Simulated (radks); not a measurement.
Results of a calculation; reference values are marked as such.
Xe+, configuration [Kr] 4d10 5s2 5p5 (the NIST ground configuration). Code: a radial shooting solver on a logarithmic mesh with Libxc functionals. Model: Dirac Kohn-Sham, PBE, spin-unpolarised, spherical densities, finite nucleus; open shells fill j = l - 1/2 first; Fermi nuclear charge, rms radius 4.7859 fm.

X-ray form factor f0, the Fourier transform of the density (f0(0) = 53):

sin(theta)/lambda (1/angstrom)  f0 (electrons)
0.05                                    52.095
0.1                                     49.692
0.15                                    46.495
0.2                                     43.164
0.25                                    40.071
0.3                                     37.321
0.4                                     32.669
0.5                                     28.771
0.6                                     25.470
0.8                                     20.631
1                                       17.591
1.25                                    14.876
1.5                                     12.484
2                                        8.561
